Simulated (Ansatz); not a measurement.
Consider the ligand exchange at the Si–Te bond: `S[SiH2][TeH]` + HCl → `S[SiH2]Cl` + H₂Te.

Calculated with Ansatz (gas phase, PBE0-D4/def2-TZVP geometries, no zero-point term in ΔE). CCSD(T)/CBS is the MP2 limit (def2-TZVPP, def2-QZVPP) plus CCSD(T) − MP2 in def2-TZVPP, frozen cores. This one scheme is used for every species. Functionals use def2-TZVPP. Elements past krypton have def2 core potentials. For Te outer-core shells are correlated without core-valence functions, which leaves a few kJ/mol of doubt a bond. One conformer a species, not always the lowest.

(1) Is it downhill or uphill in electronic energy at CCSD(T)/CBS, and by how much? (An estimate is asked.)

(2) What do these levels give: PBE0-D4, ωB97M-V, MP2/def2-TZVPP, CCSD(T)/def2-TZVPP, MP2/def2-QZVPP, CCSD/CBS(def2)? (Best estimate.)

Largest T1 diagnostic among the species: 0.011.

Results:

(1) Ansatz gave: Downhill: ΔE = -0.35 eV.

(2) The calculation gave: PBE0-D4 -0.34, ωB97M-V -0.44, MP2/def2-TZVPP -0.36, CCSD(T)/def2-TZVPP -0.40, MP2/def2-QZVPP -0.34, CCSD/CBS(def2) -0.37 eV.

Leaving LDA and LC-ωPBE aside and taking each functional with its dispersion term where it has one, the values, not all of them listed here, spread over 0.16 eV, from B97M-V to PBE-D4. From BLYP to BHLYP (50 % exact exchange), in def2-TZVPP and without D4, ΔE moves by −0.03 eV. At CCSD(T), def2-SVP lies −0.05 eV from the extrapolated value and def2-TZVPP −0.05 eV.
